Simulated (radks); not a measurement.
The numbers below are computed, except where a source is named.
Problem. Species: Mo+. Configuration: [Kr] 4d4.5 5s0.5 (fractional occupations, a model configuration). Level of theory: scalar-relativistic Kohn-Sham, r2SCAN, spin-polarised, spherical densities, finite nucleus; open shells are filled with parallel spins first (spin-orbit coupling, left out, can overturn this in heavy ions); meta-GGA in the generalised Kohn-Sham scheme; Fermi nuclear charge, rms radius 4.4091 fm (a radial shooting solver on a logarithmic mesh with Libxc functionals). Some entries of the table are withheld. Estimate them.

| orbital | occ. | eigenvalue (hartree) | r(max) (bohr) | <r^2> (bohr^2) |
|---|---|---|---|---|
| 1s down | 1 | -730.3437 | 0.02287 | 0.001670 |
| 1s up | 1 | -730.3427 | 0.02287 | 0.001670 |
| 2s up | 1 | -103.8549 | 0.1295 | 0.02783 |
| 2s down | 1 | -103.8295 | 0.1295 | 0.02782 |
| 2p up | 3 | -92.77818 | 0.1036 | 0.02193 |
| 2p down | 3 | -92.76001 | 0.1036 | 0.02193 |
| 3s up | 1 | -18.11438 | 0.3829 | 0.2096 |
| 3s down | 1 | -18.10621 | 0.3831 | 0.2097 |
| 3p up | 3 | -14.45105 | 0.3768 | 0.2151 |
| 3p down | 3 | -14.44034 | 0.3769 | 0.2151 |
| 3d up | 5 | -8.51237 | 0.3234 | 0.2075 |
| 3d down | 5 | -8.49171 | 0.3237 | 0.2073 |
| 4s up | 1 | -2.77601 | 0.9951 | 1.412 |
| 4s down | 1 | -2.65505 | 0.9863 | 1.384 |
| 4p up | 3 | -1.80528 | (1) | 1.775 |
| 4p down | 3 | -1.66689 | (2) | 1.724 |
| 4d up | 4.5 | -0.47230 | 1.372 | 3.963 |
| 5s up | 0.5 | -0.40491 | (3) | (4) |
| 4d down | 0 | -0.29601 | 1.338 | 4.181 |

Solution. 
(1) 4p up r(max) (bohr): 1.077
(2) 4p down r(max) (bohr): 1.067
(3) 5s up r(max) (bohr): 2.714
(4) 5s up <r^2> (bohr^2): 10.90
